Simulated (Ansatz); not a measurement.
Frontier orbitals of `C[NH2+][AlH-]([CH3])[CH3]`.

Z-matrix (Å, degrees):
```
C
N 1 1.469
H 1 1.089 2 108.8
H 1 1.092 2 112.4 3 121.2
H 1 1.089 2 108.8 3 -117.6
Al 2 2.062 1 115.6 3 58.8
H 2 1.016 1 110.4 3 -62.7
H 2 1.016 1 110.4 3 -179.7
C 6 1.979 2 101.7 1 -61.0
C 6 1.979 2 101.7 1 61.0
H 6 1.614 2 96.7 1 180.0
H 9 1.096 6 113.0 2 -53.2
H 9 1.096 6 113.3 2 69.4
H 9 1.096 6 110.3 2 -171.7
H 10 1.096 6 110.3 2 171.6
H 10 1.096 6 113.0 2 53.1
H 10 1.096 6 113.3 2 -69.5
```

Total charge 0; spin multiplicity 1. The geometry is a stationary point of PBE0-D4/def2-TZVP. It is one conformer, not always the lowest. Basis def2-TZVPP, the Gaussian-basis code of Ansatz.

| functional | HOMO (eV) | LUMO (eV) | gap (eV) |
| --- | --- | --- | --- |
| LDA (SPW92) | -5.75 | -0.80 | 4.95 |
| PBE | -5.62 | -0.65 | 4.97 |
| PBE0 | -6.89 | 0.18 | 7.07 |
| r2SCANh | -6.35 | 0.27 | 6.62 |
| HSE06 (plane-wave form) | -6.48 | -0.19 | 6.29 |
| BHLYP | -8.07 | 0.79 | 8.86 |
| ωB97X-V | -9.30 | 2.04 | 11.34 |
| ωB97M-V | -9.15 | 1.59 | 10.74 |

From PBE to PBE0 the HOMO moves by −1.27 eV and the LUMO by +0.83 eV, and with ωB97M-V by −3.54 and +2.24 eV, so the gap grows from 4.97 to 10.74 eV with exact exchange. A positive LUMO is unbound and depends on the basis.
